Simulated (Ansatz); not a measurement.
Calculated with Ansatz (gas phase, PBE0-D4/def2-TZVP geometries, no zero-point term in ΔE). CCSD(T)/CBS adds triple-zeta CCSD(T) − MP2 to the extrapolated MP2 energy (def2 sets, frozen cores). Functionals use def2-TZVPP. def2 core potentials past Kr. For Te outer-core shells are correlated without core-valence functions, which leaves a few kJ/mol of doubt a bond. One conformer a species, not always the lowest.

Reaction (formal exchange of groups at a B–Te bond): `OB(O)[Te]C(F)(F)F` + `COC` → `COB(O)O` + `C[Te]C(F)(F)F`

CCSD(T)/CBS gives -32.3 kcal/mol.

(1) Another level gave -32.1 kcal/mol. Which?
A. HF/def2-TZVPP
B. SCS-MP2/def2-TZVPP
C. PBE-D4/def2-TZVPP
D. ωB97X-V/def2-TZVPP

Largest T1 diagnostic among the species: 0.013.

Answers

(1) B. SCS-MP2/def2-TZVPP -32.1, ωB97X-V -30.4, PBE-D4 -28.0, HF/def2-TZVPP -34.4 kcal/mol.

From PBE to PBE0 (25 % exact exchange), in def2-TZVPP and without D4, ΔE moves by −1.6 kcal/mol. In def2-TZVPP, CCSD(T) changes the Hartree–Fock value by +2.9 kcal/mol (the triples alone add +0.8 kcal/mol) and MP2 by +2.6 kcal/mol.
